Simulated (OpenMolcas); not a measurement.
Zr2+.

```yaml
Program: OpenMolcas
Method: CASSCF
Basis: ANO-RCC-VDZP [6s5p3d1f]
Scalar_Hamiltonian: DKH2, point nucleus
Active_space: 2 electrons in 6 orbitals (4d 5s)
State_averaging: 2S+1 = 3 even, 15 roots; 2S+1 = 1 even, 21 roots kept (CI in the orbitals of an earlier block)
Spin-orbit_coupling: RASSI with atomic mean-field integrals over the reference wave functions, term energies averaged over their components
```

Levels without dynamic correlation, in cm-1 above 4d2 3F2:

| Level | E |
| --- | --- |
| 4d2 1D2 | 7156 |
| 4d2 3P0 | 10074 |
| 4d2 1G4 | 13698 |
| 4d2 1S0 | 30119 |

On this reference, MS-CASPT2, IPEA 0.25 Eh, imaginary shift 0.1 Eh (closed shells correlated: 4s 4p) puts 4d2 1D2 at 5470 cm-1.

Question: Estimate the other levels at that method by one scale factor, and say how well it serves.

Answer: The factor is 5470 / 7156 = 0.764. Scaled values beside those that MS-CASPT2 gives and measured ones (Moore, Atomic Energy Levels, vol. II, NSRDS-NBS 35 (1971 reprint of NBS Circular 467, 1952); NIST levels as listed in Rynkun, Gaigalas and Jonsson, Astron. Astrophys. 637, A10 (2020)):
```csv
Level,Scaled,MS-CASPT2,Miss (%),Measured
4d2 3P0,7697,8360,-7.9,8062
4d2 1G4,10465,11860,-11.8,11049
4d2 1S0,23011,23520,-2.2,23979
```
For these levels the scaled values miss MS-CASPT2 by up to 11.8 %, as correlation changes each term by its own factor, spin-orbit parts do not scale and CASPT2 has its own spread within terms. This holds within one configuration; levels of others move differently, and the target method has errors of its own against measurement.

CASPT2 does not keep the components of a term degenerate, so their means are used; among the terms shown or strongly mixed into the levels shown the widest spread is 620 cm-1 (4d2 1G, MS-CASPT2). Terms from blocks run as CI alone lack orbitals of their own. Without dynamic correlation excited terms often stand tens of per cent too high (terms of higher spin than the ground term too low), and those without a measured partner can miss by more than the paired ones (holds for CASSCF). Computed and measured levels are paired by configuration, term and J; levels that our copy of the source lacks, or whose pairing is in doubt (as where it misses far off the trend of its configuration), stay unpaired and out of the deviations. Only configurations of the active space appear.
